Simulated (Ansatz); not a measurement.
Consider the germylene loss: `[SiH3][AlH][GeH3]` → `[AlH2][SiH3]` + `[GeH2]`.

Calculated with Ansatz (gas phase, PBE0-D4/def2-TZVP geometries, no zero-point term in ΔE). CCSD(T)/CBS is the MP2 limit (def2-TZVPP, def2-QZVPP) plus CCSD(T) − MP2 in def2-TZVPP, frozen cores. This one scheme is used for every species. DFT in def2-TZVPP. B3LYP here is the variant with VWN-RPA as its local correlation; programs differ in this. HSE06 is defined as in plane-wave codes. For Ge outer-core shells are correlated without core-valence functions, which leaves a few kJ/mol of doubt a bond. Scalar relativity is left out up to krypton.

| level | ΔE (kJ/mol) | difference from CCSD(T)/CBS |
| --- | --- | --- |
| PBE-D4 | 208.8 | 5.1 |
| revPBE-D4 | 196.4 | -7.3 |
| BLYP-D4 | 176.0 | -27.7 |
| r2SCAN-D4 | 219.9 | 16.2 |
| B97M-V | 197.4 | -6.3 |
| PBE0-D4 | 215.8 | 12.1 |
| B3LYP-D4 | 186.7 | -17.0 |
| r2SCANh-D4 | 220.3 | 16.6 |
| r2SCAN0-D4 | 221.1 | 17.4 |
| HSE06-D4 | 215.9 | 12.2 |
| BHLYP-D4 | 195.1 | -8.6 |
| CAM-B3LYP-D4 | 194.3 | -9.4 |
| ωB97X-V | 204.5 | 0.8 |
| ωB97M-V | 191.2 | -12.5 |
| B2PLYP | 192.1 | -11.6 |
| PBE-QIDH | 221.9 | 18.2 |
| PBE | 202.7 | -1.0 |
| revPBE | 185.5 | -18.2 |
| BLYP | 164.3 | -39.4 |
| r2SCAN | 218.2 | 14.5 |
| PBE0 | 210.2 | 6.5 |
| r2SCANh | 218.5 | 14.8 |
| r2SCAN0 | 219.1 | 15.4 |
| HSE06 | 210.5 | 6.8 |
| BHLYP | 185.0 | -18.7 |
| CAM-B3LYP | 188.3 | -15.4 |
| LC-ωPBE | 217.3 | 13.6 |
| RPA@PBE/def2-TZVPP | 188.1 | -15.6 |
| HF/def2-SVP | 168.1 | -35.6 |
| MP2/def2-SVP | 208.1 | 4.4 |
| CCSD(T)/def2-SVP | 192.9 | -10.8 |
| MP2/def2-TZVPP | 217.8 | 14.1 |
| SCS-MP2/def2-TZVPP | 200.9 | -2.8 |
| CCSD(T)/def2-TZVPP | 205.9 | 2.2 |
| HF/def2-QZVPP | 164.7 | -39.0 |
| MP2/def2-QZVPP | 216.1 | 12.4 |
| SCS-MP2/def2-QZVPP | 199.7 | -4.0 |
| HF/CBS(def2) | 164.5 | -39.2 |
| MP2/CBS(def2) | 215.6 | 11.9 |
| CCSD/CBS(def2) | 198.0 | -5.7 |
| CCSD(T)/CBS | 203.7 | 0 |

Largest T1 diagnostic among the species: 0.013.

From BLYP to BHLYP (50 % exact exchange), in def2-TZVPP and without D4, ΔE moves by +20.7 kJ/mol. The D4 term adds +9.8 kJ/mol with B3LYP and +5.5 kJ/mol with PBE0; it sums over pairs of atoms, weighted by their polarisabilities, and B3LYP, whose exchange is more repulsive, gets the larger term.
